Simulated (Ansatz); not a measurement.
Abstraction of Br: AlBr3 + C2H5Si → AlBr2 + C2H5BrSi

Species: AlBr3 (aluminum bromide) `[Br][Al]([Br])[Br]`, singlet; C2H5Si `C=C[SiH2]`, doublet; AlBr2 `[Br][Al][Br]`, doublet; C2H5BrSi `C=C[SiH2]Br`, singlet. A radical takes Br: the energy is the difference in strength between the Al–Br bond broken and the Si–Br bond made.

Shapes, held fixed at every level: PBE0-D4/def2-TZVP. Flexible molecules stand in one conformer, not always the lowest. Programs: Ansatz 0.2.0. The zero-point and thermal change to 298 K, harmonic and unscaled (PBE0-D4/def2-TZVP), is +4.0 kJ/mol.

Task: Estimate ΔH(298 K) of this reaction.

Result: B2PLYP/def2-TZVPP gives ΔH(298 K) = +20.8 kJ/mol; the levels span +20.3 to +28.1. The median of the levels is +22.6. No measured value is set beside it here. Spin contamination: C2H5Si (⟨S²⟩ up to 0.90). Open shells run unrestricted. Relativity is left out for Br. Outer-core shells of Br are correlated, in sets that cover them unevenly. Times are processor times on shared x86 and Arm servers, and rough.

```json
{"level": "HF/def2-TZVPP", "kind": "Hartree–Fock", "ΔH(298 K) (kJ/mol)": "+28.1", "CPU time (sum over the molecules)": "–"}
{"level": "r2SCAN-D4/def2-TZVPP", "kind": "meta-GGA", "ΔH(298 K) (kJ/mol)": "+27.9", "CPU time (sum over the molecules)": "81 s"}
{"level": "B3LYP-D4/def2-TZVPP", "kind": "global hybrid", "ΔH(298 K) (kJ/mol)": "+21.3", "CPU time (sum over the molecules)": "77 s"}
{"level": "BHLYP-D4/def2-TZVPP", "kind": "global hybrid", "ΔH(298 K) (kJ/mol)": "+23.5", "CPU time (sum over the molecules)": "56 s"}
{"level": "r2SCAN0-D4/def2-TZVPP", "kind": "global hybrid", "ΔH(298 K) (kJ/mol)": "+26.5", "CPU time (sum over the molecules)": "97 s"}
{"level": "wB97M-V/def2-TZVPP", "kind": "range-separated hybrid", "ΔH(298 K) (kJ/mol)": "+20.3", "CPU time (sum over the molecules)": "3.3 min"}
{"level": "wB97X-V/def2-TZVPP", "kind": "range-separated hybrid", "ΔH(298 K) (kJ/mol)": "+21.8", "CPU time (sum over the molecules)": "2.3 min"}
{"level": "B2PLYP/def2-TZVPP", "kind": "double hybrid", "ΔH(298 K) (kJ/mol)": "+20.8", "CPU time (sum over the molecules)": "85 s"}
```
